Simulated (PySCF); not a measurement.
Ge(F)2 cation (F₂Ge), SMILES [Ge]([F])[F] (connectivity only; charge and spin as stated), charge +1, multiplicity 2. The structure is a stationary point at PBE-D3(BJ)/def2-TZVP. The spin state was assumed, not searched. The isomer is the one that the SMILES or the coordinates give; other isomers of the formula were not compared.

The numbers are results of PBE-D3(BJ)/def2-TZVP (PySCF), not measurements.

Harmonic wavenumbers (cm⁻¹): 183, 688, 742. Rotational constants (GHz): 26.06, 6.222, 5.023; symmetry number 2.

Work out the zero-point energy and the ideal-gas rigid-rotor harmonic-oscillator thermochemistry at 298.15 K and 1 atm.

ZPE = ½ Σ hcν = ½ × 1613 cm⁻¹ = 9.65 kJ/mol. H − E(el) = 21.67 kJ/mol. Entropy in J/(mol K): translation 167.44, rotation 92.53, vibration 12.04, spin 5.76, total 277.78. G − E(el) = -61.15 kJ/mol. Cp = 47.76 J/(mol K).
